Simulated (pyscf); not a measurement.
`[O][Sn](=[O])[OH]`, doublet

Gas-phase minimum from PySCF at ωB97X-D3(BJ)/def2-SVP, one conformer. Other isomers of •O–Sn(=O)–OH were not searched in full and may lie lower. 

```xyz
5

O      0.5389     0.3645     1.6850
Sn    -0.6699    -0.3870     0.5377
O     -0.8533    -2.2774    -0.0947
O     -2.1780     0.3679    -0.4541
H     -2.6396    -0.2961    -0.9852
```
Charge 0, spin multiplicity 2.

Bond lengths (Å): O1–Sn2 1.828, Sn2–O3 2.002, Sn2–O4 1.956, O4–H5 0.968. Angles (°): O1–Sn2–O3 130.3, O1–Sn2–O4 132.0, O3–Sn2–O4 97.7, Sn2–O4–H5 112.4.

Properties at ωB97X-D3(BJ)/def2-SVP:

```
Item                                                                                                                                                               Value
---------------------------------------------------------------------------------------------------------------------  -------------------------------------------------
Harmonic wavenumbers, unscaled                                                                                         152, 163, 167, 297, 613, 657, 843, 872, 3870 cm⁻¹
Zero-point energy                                                                                                                                          10.9 kcal/mol
Rotational symmetry number                                                                                                                                             1
Entropy of this conformer at 298 K and 1 atm, rigid rotor and harmonic oscillator, modes under 100 cm⁻¹ raised to 100                                    328.6 J/(mol K)
Dipole moment                                                                                                                                                     3.22 D
Spin expectation value S2                                                                                                                                          0.755
```

Single-point totals, which compare only within one level (frozen core for MP2 and CC):

```
level                   total energy (hartree)
----------------------  ----------------------
ωB97X-D3(BJ)/def2-TZVP              -440.66645
PBE/def2-TZVP                       -440.35491
r²SCAN/def2-TZVP                    -440.55267
B3LYP-D3(BJ)/def2-TZVP              -440.65062
PBE0-D3(BJ)/def2-TZVP               -440.33923
M06-2X/def2-TZVP                    -440.41837
ωB97M-D3(BJ)/def2-TZVP              -440.65191
UHF/def2-TZVPP                      -438.52763
MP2/def2-TZVPP                      -439.51996
CCSD/def2-TZVPP                     -439.51161
CCSD(T)/def2-TZVPP                  -439.55309
```

Soft torsions are taken as harmonic, which can shift the entropy by several J/(mol K). The CCSD(T) − MP2 part came from Ansatz, without density fitting, on the same reference. The frozen core leaves the outer d or s,p core shells of the metals and heavy elements correlated in the MP2 and CC values, and def2-TZVPP describes them poorly, so these totals are far from the basis limit. Elements past Kr carry the def2 core potentials, without spin-orbit coupling.
